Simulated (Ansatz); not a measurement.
`F[SiH2][AlH][Cl]`, relaxed with RKS PBE0-D4/def2-TZVP in Ansatz 0.2.0 from a PBE-D4/def2-SVP geometry. The force threshold is 0.005 eV/Å; the program also tests the step.

The species carries charge 0 and has multiplicity 1.

Start:

```xyz
7

F     0.630    1.922    0.768
Si    0.252    0.940   -0.506
Al   -0.176   -1.303    0.430
Cl   -1.629   -1.371    1.979
H    -0.962    1.513   -1.196
H     1.395    0.992   -1.489
H     0.491   -2.694    0.014
```

Task: By how much does the energy fall, and how many steps does the optimiser take? (Best estimate.)

Result: Ansatz gave: 5.54 kJ/mol, in 24 steps, 1 of them rejected.

Task: Which bonds change most? (An estimate is asked.)

Result: Ansatz gave: F1–Si2 from 1.652 to 1.608 Å; Al3–Cl4 from 2.125 to 2.098 Å; Si2–H5 from 1.509 to 1.490 Å; Si2–H6 from 1.509 to 1.490 Å.

Task: Give the relaxed structure. (An estimate is asked.)

Result: Ansatz gave: 
```xyz
7

F     0.033    2.075    0.643
Si    0.252    0.944   -0.479
Al   -0.271   -1.289    0.417
Cl   -0.900   -1.428    2.413
H    -0.615    1.291   -1.641
H     1.665    1.038   -0.942
H    -0.165   -2.632   -0.410
```
